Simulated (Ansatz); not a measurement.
C3H9BSi can be A, `C=C[SiH2]BC`, or B, `CC1([SiH3])BC1`.

Isolated molecules relaxed with PBE0-D4/def2-TZVP in Ansatz; ΔE leaves out vibrations. CBS: MP2 limit from def2 TZ/QZ plus the TZ coupled-cluster correction, frozen cores. Functionals use def2-TZVPP. B3LYP here is the variant with VWN-RPA as its local correlation; programs differ in this. Each species was taken in one conformer, which may not be the lowest.

(1) Which is lower in electronic energy at CCSD(T)/CBS, and by how much? (An estimate is asked.)

(2) Give E(B) − E(A) in kcal/mol with MP2/def2-TZVPP, PBE0-D4, B2PLYP, B3LYP-D4, HF/def2-TZVPP, B3LYP, CCSD/def2-TZVPP. (Best estimate.)

Largest T1 diagnostic: 0.012.

Answers

(1) Computed: A, by 9.6 kcal/mol.

(2) Computed: MP2/def2-TZVPP 5.5, PBE0-D4 6.5, B2PLYP 10.4, B3LYP-D4 11.0, HF/def2-TZVPP 14.0, B3LYP 12.3, CCSD/def2-TZVPP 10.1. None reverses the order clearly.

In def2-TZVPP, CCSD(T) changes the Hartree–Fock value by −4.1 kcal/mol (the triples alone add −0.2 kcal/mol) and MP2 by −8.5 kcal/mol. The D4 term adds −1.3 kcal/mol with B3LYP and −0.6 kcal/mol with PBE0; it sums over pairs of atoms, weighted by their polarisabilities, and B3LYP, whose exchange is more repulsive, gets the larger term.
